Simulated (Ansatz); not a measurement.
Relaxation of Cl3F2HW (7 atoms, charge 0, multiplicity 1), to a largest force component of 0.03 eV/Å in at most 50 steps.

Theory: RKS PBE/def2-SVP (Ansatz 0.2.0).

```xyz
7
Properties=species:S:1:pos:R:3:forces:R:3
W -0.621 0.064 -0.328 0.12 0.04 0.06
H 1.581 0.001 1.586 -0.28 0.03 0.28
F 2.177 -0.068 0.871 0.16 -0.02 -0.35
Cl -0.392 2.276 0.113 0.00 -0.03 0.00
Cl -2.862 0.002 -0.042 0.01 0.00 0.00
F -0.394 -1.709 0.180 0.00 -0.02 0.01
Cl 0.780 -0.025 -2.111 -0.01 0.00 0.01
```

Task: Where does it end, and by what steps?

Result: The forces met the threshold. After 7 steps the energy has fallen by 0.109 eV; F3 moved furthest, 0.42 Å. Joined: W1–F3 (3.05 → 2.41 Å).

```csv
step,energy less start (eV),largest force component (eV/Å),accepted
0,0.0000,0.348,yes
1,-0.0351,0.299,yes
2,-0.0783,0.558,yes
3,-0.0191,0.836,no
4,-0.1042,0.159,yes
5,-0.1069,0.064,yes
6,-0.1071,0.055,yes
7,-0.1086,0.026,yes
```

```xyz
7
Properties=species:S:1:pos:R:3
W -0.430 0.048 -0.152
H 1.359 0.047 1.405
F 1.864 -0.067 0.589
Cl -0.300 2.277 0.296
Cl -2.698 -0.008 -0.177
F -0.321 -1.729 0.388
Cl 0.795 -0.028 -2.080
```

Whether the end is a true minimum wasn't checked by a vibrational analysis.

Time of the run: 18 s on 4 threads of Arm Neoverse V1 (shared host), peak memory 0.19 GiB.
